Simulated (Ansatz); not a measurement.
The cluster Mn6⁺, relaxed as a multiplicity 24 with UKS PBE0-D4/def2-SVP in Ansatz, starting from the GFN1-xTB geometry. Force threshold 0.02 eV/Å.

The charge 1 multiplicity 24 is spin-contaminated (final ⟨S²⟩ up to 146.40, 143.75 for a pure state). An occupied level of the charge 1 multiplicity 24 lies above an empty one of the other spin, so a lower spin may lie lower. Another isomer (multiplicity 24) lies 2.37 eV lower at PBE0-D4/def2-TZVP; other spin states weren't run for this one.

Start:

```xyz
6

Mn    0.305   -0.177    1.717
Mn    1.570    0.760   -0.203
Mn   -1.573   -0.759    0.199
Mn   -0.303    0.177   -1.719
Mn    0.721   -1.568   -0.287
Mn   -0.721    1.567    0.293
```

Task: Estimate the energy that the relaxation releases and the steps that it takes.

Result: 17.2 kcal/mol, in 7 steps; 4.9 min on 4 threads of AMD EPYC 7R43 on a shared host. No frequencies were taken in this run, so the end may be a saddle point.

Task: Does the start keep its bonding and symmetry?

Result: By distances, no bond broke or formed. The bond that changes most is Mn2–Mn6, from 2.48 to 2.71 Å (atoms count from 1). Point group Oh at the start, D4h at the end, both within 0.05 Å.

Task: Predict the relaxed structure.

Result: 
Cartesian coordinates in Å:
```
Mn 0.3123 -0.1797 1.7501
Mn 1.8240 0.8811 -0.2350
Mn -1.8240 -0.8809 0.2349
Mn -0.3123 0.1796 -1.7500
Mn 0.7368 -1.6043 -0.2961
Mn -0.7368 1.6042 0.2961
```
Bond lengths (bridged metal pairs left out): 14 × Mn–Mn 2.53 to 3.58 Å.
